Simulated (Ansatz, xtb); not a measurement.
# Relative energy of two structures of C3H6Al+

Structure I: a singlet given by its coordinates. Structure II: a singlet given by its coordinates. Both are isolated ions in the gas phase, relaxed with B3LYP/6-31G*.

I (Å):

```xyz
10

C     0.0332   -1.2027   -1.1495
C    -0.1325    0.2819   -1.1456
C    -0.4457    1.0451   -0.0726
Al   -0.6999    0.1591    1.5757
H    -0.1297   -1.6561   -0.1514
H     1.0410   -1.4865   -1.4768
H    -0.6724   -1.6768   -1.8429
H     0.0187    0.7727   -2.1095
H    -0.5437    2.1244   -0.1740
H    -0.9139   -0.5569    2.9471
```

Close contacts (Å): C1–C2 1.49, C2–C3 1.35, C3–Al4 1.89, C1–H5 1.11, C1–H6 1.10, C1–H7 1.10, C2–H8 1.09, C3–H9 1.09, Al4–H10 1.56.

II (Å):

```xyz
10

C     0.9338   -1.0102   -2.2391
C    -0.8672    0.8058    0.6100
C    -1.4790    0.1175    1.5959
Al    0.0318   -0.0777   -0.8139
H     1.9534   -0.6251   -2.3594
H     0.9915   -2.0828   -2.0174
H     0.3931   -0.8775   -3.1837
H    -0.8921    1.8958    0.6352
H    -1.5068   -0.9691    1.6542
H    -1.9908    0.6355    2.4061
```

Close contacts (Å): C1–Al4 1.93, C2–C3 1.35, C2–Al4 1.90, C1–H5 1.10, C1–H6 1.10, C1–H7 1.10, C2–H8 1.09, C3–H9 1.09, C3–H10 1.09.

Quicker runs give these differences E(II) − E(I): GFN2-xTB −0.039 eV; HF/STO-3G −0.556 eV (at GFN2-xTB geometries); r2SCAN-D4/def2-SVP −0.403 eV (at GFN2-xTB geometries).

Question: Estimate E(II) − E(I) at the level CCSD(T)/def2-SVP + ΔMP2/def2-TZVPP.

Answer: Calculated at CCSD(T)/def2-SVP + ΔMP2/def2-TZVPP: E(II) − E(I) = −0.478 eV, so structure II lies lower.

How the difference moves with the method:

| level | geometry | E(II) − E(I) (eV) | departure from the last row (eV) | job, with rough time for the two |
| --- | --- | --- | --- | --- |
| GFN2-xTB | GFN2-xTB | −0.039 | +0.439 | optimisation, 0.28 s |
| HF/STO-3G | GFN2-xTB | −0.556 | −0.078 | single point, 0.37 s |
| r2SCAN-D4/def2-SVP | GFN2-xTB | −0.403 | +0.076 | single point, 4.7 s |
| B3LYP/6-31G* | B3LYP/6-31G* | −0.444 | +0.034 | optimisation, 49 s |
| HF/def2-SVP | B3LYP/6-31G* | −0.426 | +0.052 | part of the CCSD(T) run |
| MP2/def2-SVP | B3LYP/6-31G* | −0.418 | +0.060 | part of the CCSD(T) run |
| CCSD(T)/def2-SVP | B3LYP/6-31G* | −0.412 | +0.066 | single point |
| CCSD(T)/def2-SVP + ΔMP2/def2-TZVPP | B3LYP/6-31G* | −0.478 |  | single point, 25 s |

The levels shown agree on the order. The largest departure from CCSD(T)/def2-SVP + ΔMP2/def2-TZVPP is that of GFN2-xTB, 0.439 eV. The last row adds to CCSD(T) the change of the MP2 difference between the two basis sets, here −0.066 eV.

With harmonic frequencies from B3LYP/6-31G* (ideal gas, rigid rotor, one conformer each, 298.15 K, 1 atm): on the last row, ΔE + ΔZPE = −0.435 eV. A mode under 50 cm⁻¹ makes harmonic enthalpies and free energies unreliable, so none is given.

The correlated steps freeze 8 core orbitals. Run with Ansatz 0.2.0, xtb 6.7.1; the last row on 1 thread of Arm Neoverse V1 on a shared host.
